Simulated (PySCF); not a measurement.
C3H4FNSi, SMILES [Si@@H]1(F)N=CC=C1.

Geometry optimised at ωB97X-D3(BJ)/def2-SVP. The structure was generated by enumeration; whether it is a known compound was not checked.

Two levels are set side by side: TDA-PBE/def2-SVPD (PySCF) and TDA-M06-2X/def2-SVPD (PySCF). Vertical, same geometry. The lowest singlet is HOMO→LUMO 100 % with PBE and HOMO→LUMO 91 % with the other functional; states are paired by order. Differences are taken from unrounded values.

```tsv
quantity	TDA-PBE
lowest singlet excitation (eV)	3.05
lowest triplet excitation (TDA) (eV)	2.60
```

Q: These are the TDA-PBE values. What does TDA-M06-2X give? (The exact figures need the calculation; the answer reports its results.)

A: 
```json
[
 {"quantity": "lowest singlet excitation (eV)", "TDA-M06-2X": "3.61", "TDA-PBE minus TDA-M06-2X": "-0.56"},
 {"quantity": "lowest triplet excitation (TDA) (eV)", "TDA-M06-2X": "3.17", "TDA-PBE minus TDA-M06-2X": "-0.57"}
]
```

Functionals without exact exchange tend to place singlet excitations lower, as here. Differences between two approximate levels are no errors against the true value.

Rough cost on one machine, each run with all the roots and properties that it gave: TDA-M06-2X against TDA-PBE about 10 times.
